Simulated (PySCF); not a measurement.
Order these species by their calculated properties.

Each SMILES stands for a single optimised conformer of the isolated species, non-relativistic unless stated; the electronic structure was computed with PySCF and density fitting.

The conformers computed, where there is a choice (atom-mapped SMILES and torsion angles):
- `[NH2:1][c:2]1[cH:3][cH:4][c:5]2[c:6]([cH:7]1)[CH2:8]2`: H–N1–C2–C3 -160°, H–N1–C2–C3 -22°
- `[CH2:1]=[C:2]([CH2:3][F:4])[CH2:5][C:6]([F:7])([F:8])[F:9]`: C1–C2–C3–F4 -129°, C1–C2–C5–C6 -86°, C2–C5–C6–F7 -178°
- `[CH2:1]=[CH:2]/[CH:3]=[CH:4]/[CH:5]=[CH:6]\[C:7]#[N:8]`: C1–C2–C3–C4 180°, C3–C4–C5–C6 180°
- `[SiH3:1][C:2]#[C:3][SiH2:4][CH:5]([Cl:6])[Cl:7]`: C3–Si4–C5–Cl6 -63°
- `[F:1][CH2:2][CH2:3]/[CH:4]=[CH:5]/[C:6]([F:7])([F:8])[F:9]`: F1–C2–C3–C4 -67°, C2–C3–C4–C5 117°, C4–C5–C6–F7 3°

Task: Rank by lowest singlet excitation, lowest first (TDDFT PBE0/def2-SVPD at GFN2-xTB geometries).
A. `CC#CC#C/C=N/C`
B. `FCC/C=C/C(F)(F)F`
C. `N#C[C@]12C[C@@H]3[C@H](C1)[C@@H]32`
D. `C=C/C=C/C=C\C#N`
E. `Nc1ccc2c(c1)C2`
F. `[SiH3]C#C[SiH2]C(Cl)Cl`
G. `C=C(CF)CC(F)(F)F`
H. `C(#C)C1(CC1)F`

Result: A (3.90 eV), D (4.33 eV), E (4.53 eV), F (5.54 eV), H (5.88 eV), C (6.77 eV), G (7.17 eV), B (7.32 eV).

Task: Give the two extremes of that set as wavelengths.

Result: `CC#CC#C/C=N/C`: 318 nm; `FCC/C=C/C(F)(F)F`: 169 nm.

Task: Rank by lowest triplet excitation (Tamm–Dancoff), highest first (TDA PBE0/def2-SVPD at GFN2-xTB geometries).
A. `C=C/C=C/C=C\C#N`
B. `N#C[C@]12C[C@@H]3[C@H](C1)[C@@H]32`
C. `C#CC1(F)CC1`
D. `C=C(F)C#CC`

Result: B (6.09 eV), C (5.21 eV), D (3.46 eV), A (2.22 eV).

Task: Give the two extremes of that set in kJ/mol.

Result: `C=C/C=C/C=C\C#N`: 214 kJ/mol; `N#C[C@]12C[C@@H]3[C@H](C1)[C@@H]32`: 587 kJ/mol.

Task: Rank by HOMO energy, highest first (PBE0/def2-SVPD at GFN2-xTB geometries).
A. `Nc1ccc2c(c1)C2`
B. `C=C(CF)CC(F)(F)F`
C. `[SiH3]C#C[SiH2]C(Cl)Cl`
D. `N#C[C@]12C[C@@H]3[C@H](C1)[C@@H]32`
E. `C=C/C=C/C=C\C#N`
F. `FCC/C=C/C(F)(F)F`

Result: A (-5.70 eV), E (-6.82 eV), D (-7.90 eV), C (-8.12 eV), B (-8.24 eV), F (-8.47 eV).

Task: By how much do the two ends of that ranking differ?

Result: By 2.77 eV, between `Nc1ccc2c(c1)C2` and `FCC/C=C/C(F)(F)F`.

Task: Rank by HOMO–LUMO gap, highest first (PBE0/def2-SVPD at GFN2-xTB geometries).
A. `C=C(F)C#CC`
B. `C#CC1(F)CC1`
C. `CC#CC#C/C=N/C`
D. `[SiH3]C#C[SiH2]C(Cl)Cl`
E. `N#C[C@@]12C[C@H]3[C@@H]1[C@H]3C2`
F. `FCC/C=C/C(F)(F)F`
G. `Nc1ccc2c(c1)C2`
H. `C=C/C=C/C=C\C#N`

Result: E (8.18 eV), B (7.79 eV), F (7.68 eV), D (7.01 eV), A (6.21 eV), G (5.48 eV), C (5.24 eV), H (4.37 eV).

Task: Rank by static isotropic polarisability, highest first (PBE0/def2-SVPD at GFN2-xTB geometries).
A. `CC#CC#C/C=N/C`
B. `C#CC1(F)CC1`
C. `NC1=CC2=C(C=C1)C2`
D. `[C@H]12[C@@H]3[C@H]1C[C@@]2(C#N)C3`
E. `C=C/C=C/C=C\C#N`
F. `C=C(CF)CC(F)(F)F`
G. `[SiH3]C#C[SiH2]C(Cl)Cl`

Result: G (119.5 au), A (114.4 au), E (112.1 au), C (87.6 au), D (74.7 au), F (63.4 au), B (56.4 au).

Task: Rank by electronic spatial extent ⟨r²⟩ about the centre of nuclear charge, lowest first (PBE0/def2-SVPD at GFN2-xTB geometries).
A. `C(#CC)C(=C)F`
B. `C=C(CF)CC(F)(F)F`
C. `C#CC1(F)CC1`
D. `C(C#CC)#C/C=N/C`
E. `FCC/C=C/C(F)(F)F`
F. `C=C/C=C/C=C\C#N`
G. `N#C[C@]12C[C@@H]3[C@H](C1)[C@@H]32`

Result: C (531 bohr²), A (761 bohr²), G (792 bohr²), B (1237 bohr²), F (1489 bohr²), E (1617 bohr²), D (2067 bohr²).
